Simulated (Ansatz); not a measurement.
Mulliken charges of `C=C1C[SiH]1F` from PBE/def2-TZVPP in Ansatz (PBE0-D4/def2-TZVP geometry).

```json
{"atom": "C1", "x (Å)": "-1.705", "y (Å)": "-0.479", "z (Å)": "0.143", "charge (e)": "-0.190"}
{"atom": "C2", "x (Å)": "-0.451", "y (Å)": "-0.115", "z (Å)": "-0.052", "charge (e)": "-0.119"}
{"atom": "C3", "x (Å)": "0.823", "y (Å)": "-0.100", "z (Å)": "0.808", "charge (e)": "-0.218"}
{"atom": "Si4", "x (Å)": "0.991", "y (Å)": "0.520", "z (Å)": "-0.916", "charge (e)": "0.497"}
{"atom": "F5", "x (Å)": "1.172", "y (Å)": "2.078", "z (Å)": "-1.197", "charge (e)": "-0.278"}
{"atom": "H6", "x (Å)": "-2.452", "y (Å)": "-0.368", "z (Å)": "-0.637", "charge (e)": "0.103"}
{"atom": "H7", "x (Å)": "-2.041", "y (Å)": "-0.899", "z (Å)": "1.089", "charge (e)": "0.093"}
{"atom": "H8", "x (Å)": "0.809", "y (Å)": "0.606", "z (Å)": "1.638", "charge (e)": "0.093"}
{"atom": "H9", "x (Å)": "1.238", "y (Å)": "-1.065", "z (Å)": "1.098", "charge (e)": "0.087"}
{"atom": "H10", "x (Å)": "1.697", "y (Å)": "-0.231", "z (Å)": "-1.970", "charge (e)": "-0.070"}
```

Question: By hand: the dipole of these point charges (1 e Å = 4.8032 D).

Answer: Σ q r = (-0.013, -0.334, 0.102) e Å, of length 0.349 e Å = 1.68 D.

Question: How does the dipole of the full density compare? (Estimate.)

Answer: The calculation gave: (-0.032, -0.238, 0.092) e Å, 1.24 D; the point charges give 1.35 times that, at 7° from its direction.

Point charges leave out the atoms' own dipoles, such as those of lone pairs, and Mulliken's split depends on the basis, so the two needn't agree.
